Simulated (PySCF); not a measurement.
# Vertical excitation energies

C₆H₁₀F₂.
SMILES: `C[C@H](F)/C=C/[C@@H](C)F`

Computed, not measured: TDDFT wB97X-D/def2-SVPD, vertical, gas phase, core orbitals frozen in the response (PySCF 2.14.0, density-fitted response routines). Geometry: GFN2-xTB, one conformer, isolated molecule. Torsions of this conformer, `[CH3:1][C@H:2]([F:3])/[CH:4]=[CH:5]/[C@@H:6]([CH3:7])[F:8]`: C1–C2–C4–C5 115°, C4–C5–C6–C7 -115°.

```json
{"state": "S1", "E (eV)": "7.36", "λ (nm)": "168.4", "f": "0.582", "main configurations (H = HOMO, L = LUMO)": "H→L (95%)"}
{"state": "S2", "E (eV)": "7.73", "λ (nm)": "160.3", "f": "0.030", "main configurations (H = HOMO, L = LUMO)": "H→L+1 (89%)"}
{"state": "S3", "E (eV)": "8.04", "λ (nm)": "154.3", "f": "0.0000", "main configurations (H = HOMO, L = LUMO)": "H-1→L (46%), H→L+2 (29%), H→L+3 (9%)"}
{"state": "S4", "E (eV)": "8.11", "λ (nm)": "152.9", "f": "0.0000", "main configurations (H = HOMO, L = LUMO)": "H-1→L (38%), H→L+2 (35%), H→L+3 (12%)"}
{"state": "S5", "E (eV)": "8.62", "λ (nm)": "143.9", "f": "0.0000", "main configurations (H = HOMO, L = LUMO)": "H→L+4 (48%), H→L+3 (42%)"}
{"state": "S6", "E (eV)": "8.85", "λ (nm)": "140.0", "f": "0.0000", "main configurations (H = HOMO, L = LUMO)": "H→L+4 (33%), H→L+3 (30%), H→L+2 (24%)"}
{"state": "S7", "E (eV)": "9.10", "λ (nm)": "136.3", "f": "0.0059", "main configurations (H = HOMO, L = LUMO)": "H-4→L (58%), H-3→L (25%)"}
{"state": "S8", "E (eV)": "9.16", "λ (nm)": "135.4", "f": "0.0000", "main configurations (H = HOMO, L = LUMO)": "H-2→L (74%), H-5→L (10%)"}
```

Triplets (Tamm–Dancoff): T1 4.61 eV, H→L (79%), H→L+1 (12%); T2 7.70 eV, H-1→L (81%), H-1→L+1 (9%); T3 7.72 eV, H→L+1 (79%), H→L (10%).

The lowest singlet lies at 7.36 eV (168 nm, vacuum ultraviolet) and is strong; its leading configuration is HOMO→LUMO (95%). The lowest level is also the most intense of those listed (f = 0.582). Löwdin shares by element: HOMO carbon 78% or more (atoms not listed hold the other 22%); LUMO carbon 63% or more (atoms not listed hold the other 37%). The listed states span 1.80 eV, and the widest gap between neighbours is 0.50 eV (S4 to S5). The oscillator strengths of these states sum to 0.617; summed over the whole spectrum of an exact calculation they would give the number of electrons, 64 (Thomas–Reiche–Kuhn). Of the 8 states listed, 2 reach f = 0.01 and 5 stay under 0.0005. The window holds the lowest 8 singlets.

The run took 1.9 min of wall time on an Arm Neoverse N1 with one thread, no GPU (shared host), and the process peaked at 1.1 GiB of memory.
